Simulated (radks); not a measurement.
Q: The mean radii <r> (bohr) of the occupied orbitals of an atom or ion are listed with their occupations. All-electron calculation, scalar-relativistic Kohn-Sham, LDA (Slater exchange, Perdew-Wang correlation), spin-unpolarised, spherical densities, point nucleus. Program: a radial shooting solver on a logarithmic mesh with Libxc functionals.

orbital  occ.      <r>
1s          2  0.03347
2s          2   0.1458
2p          6   0.1270
3s          2   0.4033
3p          6   0.4034
3d         10   0.3841
4s          2    1.002
4p          6    1.094
4d          4    1.370

Name the element and its charge.

A: Z = 44, ruthenium, charge +4: Ru4+ in [Kr] 4d4. The 1s radius gives Z: for a bare nucleus <r> = (2 gamma + 1)/(2Z) with gamma = sqrt(1 - (Z/c)^2), 0.03289 bohr for Z = 44, and screening makes it slightly larger (0.03347 here). The occupations add up to 40, and the charge is Z minus that.
